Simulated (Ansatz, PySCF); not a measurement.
TiIH3, SMILES [TiH3][I], multiplicity 1.

Geometry optimised at PBE0-D3(BJ)/def2-TZVP. The spin state was assumed, not searched. The structure was generated by enumeration; whether it is a known compound was not checked. The def2 effective core potentials stand for the cores of I; spin–orbit coupling is left out.

Vertical ionisation energy (IE) and electron affinity (EA) in eV. Rows of orbital energies are one-electron estimates. Where ΔSCF, EOM or ADC give a negative EA the extra electron is unbound and the value depends on the basis.

```tsv
level	IE	EA
−ε(HOMO), −ε(LUMO), B3LYP/def2-TZVPD (PySCF)	(withheld)	(withheld)
−ε(HOMO), −ε(LUMO), PBE/def2-TZVPD (PySCF)	7.40	4.35
ΔSCF, CAM-B3LYP/def2-TZVPD (Ansatz), final states of multiplicity 2 and 2	10.48	2.08
ΔSCF, PBE/def2-TZVPD (Ansatz), final states of multiplicity 2 and 2	10.21	1.48
```

Q: What belongs in the gaps? (Estimate from the structure and the level; the computed values follow.)

A: 
- −ε(HOMO), −ε(LUMO), B3LYP/def2-TZVPD (PySCF), IE: 8.16
- −ε(HOMO), −ε(LUMO), B3LYP/def2-TZVPD (PySCF), EA: 3.43

Q: What vertical singlet–triplet gap does ΔSCF give with CAM-B3LYP/def2-TZVPD (Ansatz, a first-principles code) and with PBE/def2-TZVPD (Ansatz)? (An estimate is asked for; the answer gives what the named calculation found.)

A: 2.80 and 2.84 eV (triplet above singlet where positive).
